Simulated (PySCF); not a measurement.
Si(Cl)3(SMe) (CH3Cl3SSi), SMILES CS[Si](Cl)(Cl)Cl.

The structure is a stationary point at B3LYP-D3(BJ)/def2-SVP. The structure was generated by enumeration, and PubChem lists no compound with its InChIKey, so it may never have been made. The values are those of a single conformer.

All values below come from PBE0/def2-TZVP run with PySCF.

Symmetry labels are those of the subgroup Cs that the program uses (full group Cs).

Computed valence orbital energies around the gap with their symmetry:
```
orbital  symmetry  energy (eV)
-------  --------  -----------
HOMO−7         A'       -10.47
HOMO−6         A"       -10.19
HOMO−5         A'       -10.19
HOMO−4         A"        -9.64
HOMO−3         A'        -9.61
HOMO−2         A"        -9.28
HOMO−1         A'        -9.18
HOMO           A"        -7.65
LUMO           A'        -0.72
LUMO+1         A'        -0.22
LUMO+2         A"         0.55
LUMO+3         A'         0.87
```
